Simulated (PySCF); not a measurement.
# Distorted geometries of Er(P5)I2

Er(P5)I2 (singlet in the valence; each metal's 4f electrons, 11 of them, lie in its core potential, out of spins and levels). PySCF 2.14.0, RKS r2SCAN, Er lcecp-1-SVP with ECP57, P def2-SVP, I def2-SVP with ECP28; non-relativistic Hamiltonian with scalar-relativistic core potentials where named; density fitting; no spin-orbit coupling. Relaxed geometry:

```xyz
8

Er   -0.0111    0.0000    0.0040
P     1.8301    0.0000    2.4651
P     0.5618    1.7187    2.4693
P    -1.4704    1.0681    2.4777
P    -1.4704   -1.0681    2.4777
P     0.5618   -1.7187    2.4693
I     2.3676    0.0000   -1.5084
I    -2.3694    0.0000   -1.5388
```

**Question.** Order these distorted geometries by energy above the relaxed one, lowest first.
A.
```xyz
8

Er   -0.0577    0.0054    0.0327
P     1.8616   -0.0293    2.4192
P     0.5265    1.7098    2.3837
P    -1.4733    1.1095    2.5492
P    -1.4837   -1.0395    2.4999
P     0.6220   -1.7328    2.4295
I     2.4515    0.0310   -1.4755
I    -2.4470   -0.0540   -1.5228
```
B.
```xyz
8

Er    0.2017    0.1245   -0.0529
P     1.8118   -0.1793    2.3864
P     0.3116    1.8514    2.6074
P    -1.6322    0.9987    2.6061
P    -1.0640   -0.9953    2.6344
P     0.4539   -1.8447    2.2778
I     2.3606   -0.1438   -1.4495
I    -2.4434    0.1883   -1.6938
```
C.
```xyz
8

Er    0.0362   -0.0523    0.0120
P     1.6532   -0.1142    2.5640
P     0.5536    1.7990    2.5723
P    -1.3260    1.2436    2.2915
P    -1.3507   -1.0886    2.4346
P     0.5357   -1.7136    2.4367
I     2.5223    0.0385   -1.3167
I    -2.6244   -0.1124   -1.6786
```

**Answer.** A (0.15 eV), C (1.46 eV), B (3.78 eV).

**Question.** Which forces (eV/Å) act in the one that lies 0.15 eV up?

**Answer.** 
```
Er   0.34 -0.02 -0.68
P   -0.28  0.57 -0.13
P    0.94  0.15  0.25
P   -0.18 -0.67 -0.19
P    0.56 -0.23  0.07
P   -1.00  0.20  0.14
I   -0.64  0.00  0.38
I    0.24  0.01  0.16
```
Forces carry noise of the integration grid, about 0.01 to 0.03 eV/Å.

No frequency check is given that shows the relaxed geometry to be a minimum. An lcecp potential fixes the number of 4f electrons, so in runs with it no electron can move into or out of that shell.
